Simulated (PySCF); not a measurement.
Estimate the missing entries of this data sheet.

Compound: TiBrCl3 (singlet state).
SMILES: `[Cl][Ti]([Cl])([Cl])[Br]`

```tsv
property	level	value
point group	PBE0-D3(BJ)/def2-SVP	C3v
rotational constants A, B, C	PBE0-D3(BJ)/def2-SVP	1.175, 0.787, 0.784 GHz
dipole moment	CAM-B3LYP/def2-SVPD	0.21 D
HOMO energy	CAM-B3LYP/def2-SVPD	?
LUMO energy	CAM-B3LYP/def2-SVPD	?
lowest singlet excitation	TDDFT CAM-B3LYP/def2-SVPD	?
strongest line among the 15 lowest singlet transitions	TDDFT CAM-B3LYP/def2-SVPD	?
lowest triplet excitation (Tamm–Dancoff)	TDA CAM-B3LYP/def2-SVPD	?
static isotropic polarisability	CAM-B3LYP/def2-SVPD	?
electronic spatial extent ⟨r²⟩ about the centre of nuclear charge	CAM-B3LYP/def2-SVPD	?
```

Gas-phase values; electronic properties from PySCF, density fitting. Isolated species at its PBE0-D3(BJ)/def2-SVP geometry, gas phase. Relativistic effects, spin–orbit coupling among them, are left out although an element past zinc is present.

Q: What is the electronic spatial extent ⟨r²⟩ about the centre of nuclear charge?

A: 1612 bohr².

Q: What is the static isotropic polarisability?

A: 101.6 au.

Q: What is the HOMO energy?

A: -10.51 eV.

Q: The lowest singlet excitation?

A: 3.90 eV (318 nm, f = 0.000).

Q: Give the LUMO energy.

A: -2.94 eV.

Q: What is the strongest line among the 15 lowest singlet transitions?

A: S4 at 4.27 eV (290 nm, f = 0.036).

Q: The lowest triplet excitation (Tamm–Dancoff)?

A: 3.68 eV.

The rotational constants are those of a prolate symmetric top; the small spread among constants that symmetry makes equal is optimisation noise. The principal polarisabilities are 97.5, 97.8 and 109.5 au; their mean is the isotropic value. The dipole matches unit charges of opposite sign 0.04 Å apart (1 e·Å = 4.8032 D). The 15 singlets span 3.90 to 4.97 eV, and their oscillator strengths add up to 0.10. The polarisability is 15.06 Å³ as a volume (1 au = 0.148185 Å³), or 0.94 au for each of the 108 electrons.
